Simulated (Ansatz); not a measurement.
`N[Si]1(I)CO1` and `N[Si]1(Cl)CO1` differ in one atom or group.

Ansatz, PBE0-D4/def2-TZVP geometries, multiplicity 1. Each molecule was computed in one conformer, which needn't be the lowest.

Elements past krypton have def2 core potentials.

| property | `N[Si]1(I)CO1` |
| --- | --- |
| HOMO energy (PBE/def2-TZVPP) / eV | -5.95 |
| size of the dipole moment (ωB97M-V/def2-TZVPP) / D | 2.69 |
| LUMO energy (ωB97M-V/def2-TZVPP) / eV | 1.40 |
| HOMO–LUMO gap (ωB97M-V/def2-TZVPP) / eV | 10.89 |
| LUMO energy (PBE0/def2-TZVPP) / eV | -0.43 |
| LUMO energy (B3LYP/def2-TZVPP) / eV | -0.69 |

Problem. Give the same properties after the change, and the shifts. (Estimate.)

Solution. Computed: 
```csv
property,`N[Si]1(Cl)CO1`,shift
HOMO energy (PBE/def2-TZVPP) / eV,-5.99,-0.04
size of the dipole moment (ωB97M-V/def2-TZVPP) / D,2.83,0.14
LUMO energy (ωB97M-V/def2-TZVPP) / eV,1.96,0.56
HOMO–LUMO gap (ωB97M-V/def2-TZVPP) / eV,11.59,0.70
LUMO energy (PBE0/def2-TZVPP) / eV,0.36,0.79
LUMO energy (B3LYP/def2-TZVPP) / eV,0.03,0.72
```

With PBE0 the HOMO falls by 0.10 eV and the LUMO rises by 0.79 eV, so the gap widens by about 0.89 eV. PBE moves the HOMO by -0.04 eV and ωB97M-V by -0.15 eV. Dipoles are sizes alone; their direction can turn.

B3LYP here is the variant with VWN-RPA as its local correlation; programs differ in this.

Spin–orbit coupling is left out; it splits and shifts lone-pair levels of the heavy atoms by tenths of an eV.
